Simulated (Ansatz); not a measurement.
```csv
atom,x (Å),y (Å),z (Å)
Sc,0.0055,-0.0083,-0.0008
F,1.8140,0.0051,-0.0028
F,-0.9034,1.5841,-0.0019
F,-0.9138,-1.5723,-0.0077
```

Basis set: def2-TZVP (spherical functions). Correlated methods keep 8 orbitals frozen. Charge 0, multiplicity 1.

Computed with Ansatz (development build ahead of 0.2.0); each method stands on the lowest determinant of its kind that the runs found. Restricted open shells among the atoms or ions are ROHF, correlated in semicanonical orbitals with singles.

(1) Give the atomization energy at this shape (free ground-state atoms in the same class of orbitals less the molecule, no zero-point energy) of singlet ScF₃ by RHF-MP2, RHF.

## Answers

(1)

```
 method  atomization energy
RHF-MP2       1951.2 kJ/mol
    RHF       1405.4 kJ/mol
```
